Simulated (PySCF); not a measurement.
C6H8, SMILES C=CC=CC=C, GFN2-xTB optimised geometry.

```
14

C      2.55    -1.67     0.00
C      1.81    -0.56     0.00
C      0.37    -0.56     0.00
C     -0.37     0.56     0.00
C     -1.81     0.56     0.00
C     -2.55     1.67     0.00
H      2.10    -2.64     0.00
H      3.63    -1.63     0.00
H      2.29     0.41     0.00
H     -0.11    -1.53     0.00
H      0.11     1.53     0.00
H     -2.29    -0.41     0.00
H     -2.10     2.64     0.00
H     -3.63     1.63     0.00
```

Density from PBE0/def2-TZVP (PySCF 2.14.0) at that geometry.

Minimum of the electron density along straight lines between bonded atoms, close to the bond critical point (lines longer than 1.1 times the sum of covalent radii, or with two minima, are not listed):

```json
[
 {"bond": "C1–C2", "length / Å": "1.332", "ρ at the minimum / e bohr⁻³": "0.353", "∇²ρ there / e bohr⁻⁵": "-1.09", "position (fraction from the first atom)": "0.50"},
 {"bond": "C2–C3", "length / Å": "1.439", "ρ at the minimum / e bohr⁻³": "0.292", "∇²ρ there / e bohr⁻⁵": "-0.84", "position (fraction from the first atom)": "0.50"},
 {"bond": "C3–C4", "length / Å": "1.343", "ρ at the minimum / e bohr⁻³": "0.347", "∇²ρ there / e bohr⁻⁵": "-1.06", "position (fraction from the first atom)": "0.50"},
 {"bond": "C4–C5", "length / Å": "1.439", "ρ at the minimum / e bohr⁻³": "0.292", "∇²ρ there / e bohr⁻⁵": "-0.84", "position (fraction from the first atom)": "0.50"},
 {"bond": "C5–C6", "length / Å": "1.332", "ρ at the minimum / e bohr⁻³": "0.353", "∇²ρ there / e bohr⁻⁵": "-1.09", "position (fraction from the first atom)": "0.50"},
 {"bond": "C1–H7", "length / Å": "1.078", "ρ at the minimum / e bohr⁻³": "0.287", "∇²ρ there / e bohr⁻⁵": "-1.02", "position (fraction from the first atom)": "0.64"},
 {"bond": "C1–H8", "length / Å": "1.076", "ρ at the minimum / e bohr⁻³": "0.288", "∇²ρ there / e bohr⁻⁵": "-1.03", "position (fraction from the first atom)": "0.65"},
 {"bond": "C2–H9", "length / Å": "1.083", "ρ at the minimum / e bohr⁻³": "0.286", "∇²ρ there / e bohr⁻⁵": "-1.02", "position (fraction from the first atom)": "0.64"},
 {"bond": "C3–H10", "length / Å": "1.083", "ρ at the minimum / e bohr⁻³": "0.285", "∇²ρ there / e bohr⁻⁵": "-1.01", "position (fraction from the first atom)": "0.64"},
 {"bond": "C4–H11", "length / Å": "1.083", "ρ at the minimum / e bohr⁻³": "0.285", "∇²ρ there / e bohr⁻⁵": "-1.01", "position (fraction from the first atom)": "0.64"},
 {"bond": "C5–H12", "length / Å": "1.083", "ρ at the minimum / e bohr⁻³": "0.286", "∇²ρ there / e bohr⁻⁵": "-1.02", "position (fraction from the first atom)": "0.64"},
 {"bond": "C6–H13", "length / Å": "1.078", "ρ at the minimum / e bohr⁻³": "0.287", "∇²ρ there / e bohr⁻⁵": "-1.02", "position (fraction from the first atom)": "0.64"},
 {"bond": "C6–H14", "length / Å": "1.076", "ρ at the minimum / e bohr⁻³": "0.288", "∇²ρ there / e bohr⁻⁵": "-1.03", "position (fraction from the first atom)": "0.65"}
]
```
